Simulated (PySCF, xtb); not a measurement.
CH10ClNSi3, SMILES Cl[Si@]([SiH2][SiH3])(C)N.

GFN2-xTB (xtb) at its own geometry gives an orbital gap of 3.83 eV and a dipole moment of 2.45 D.

Geometry optimised at B3LYP-D3(BJ)/def2-SVP. The structure was generated by enumeration; whether it is a known compound was not checked. One conformer was computed; it need not be the lowest.

Task: What does B3LYP/def2-TZVP in PySCF give? (The exact figures need the calculation; the answer reports its results.)

Result: gap 7.09 eV (levels -7.41 and -0.32 eV), dipole 1.76 D.
